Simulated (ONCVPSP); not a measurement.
**Before and after: ONCV potential for Cd (Z = 48)**

Cd, optimised norm-conserving Vanderbilt (ONCV), made with ONCVPSP 4.0.1 (PBEsol, fully relativistic). Core [Ar] 3d10, reference 4s2 4p6 4d10 5s2. Waves: 4s+5s: rc 1.65 bohr, ncon 3, nbas 6, qcut 6.6 1/bohr, 2 projectors; 4p: rc 1.60 bohr, ncon 5, nbas 8, qcut 7.6 1/bohr, 2 projectors, debl 0.5 Ha; 4d: rc 1.55 bohr, ncon 4, nbas 9, qcut 8.1 1/bohr, 1 projector. Local part: polynomial inside 1.30 bohr (lpopt 4, dvloc0 2 Ha). Core correction: Teter function, fcfact 4.75, rcfact 1.35.

Open shells are filled in proportion to 2j + 1.

In the p channel the program set the typed energies aside and used -2.390, 0.250 Ha (j = l + 1/2; the other j can differ).

Change: core correction Teter function, fcfact 2.6, rcfact 1.35.

Cutoffs: the cutoffs (Ha) at which the residual kinetic energy of the hardest occupied pseudo-wave falls to 1 and 0.1 mHa per electron; they do not see the model core or the augmentation charge, which bear on the density cutoff. Errors are all-electron minus pseudo energies relative to the spin-unpolarised reference configuration.

Question: What does the change do?

Answer: The potential gets neither clearly harder nor softer (29 Ha and 34 Ha → 29 Ha and 34 Ha); the errors of the 4 common tests hardly move; neither file shows a bound ghost. A model core, the more so a compact one, raises the density cutoff, which this test does not measure.

| quantity | base | changed |
| --- | --- | --- |
| cutoff, loose | 29 Ha | 29 Ha |
| cutoff, tight | 34 Ha | 34 Ha |
| bound ghosts | none | none |
| GHOST(+) flags under 300 eV | none | none |
| error for 4s2 4p6 4d10 5s1, meV [ΔE 9.31 eV] | -0.6 | -0.5 |
| error for 4s2 4p6 4d10 5s0, meV [ΔE 26.41 eV] | -5.9 | -5.6 |
| error for 4s2 4p6 4d9 5s0, meV [ΔE 64.40 eV] | -11 | -11 |
| error for 4s1 4p6 4d10 5s2, meV [ΔE 113.38 eV] | -631 | -618 |
| s: phases at 1.68 bohr within 0.05 rad from the reference energy up to (Ha; the scan ends near 5) | to the end of the scan | to the end of the scan |
| p3/2: phases at 1.63 bohr within 0.05 rad from the reference energy up to (Ha; the scan ends near 5) | to the end of the scan | to the end of the scan |
| p1/2: phases at 1.63 bohr within 0.05 rad from the reference energy up to (Ha; the scan ends near 5) | to the end of the scan | to the end of the scan |
| d5/2: phases at 1.58 bohr within 0.05 rad from the reference energy up to (Ha; the scan ends near 5) | 2.6 | 2.6 |
| d3/2: phases at 1.58 bohr within 0.05 rad from the reference energy up to (Ha; the scan ends near 5) | 2.5 | 2.5 |
| rms error of d²Exc/dni dnj with the model core, mHa | 3.74 | 4.85 |
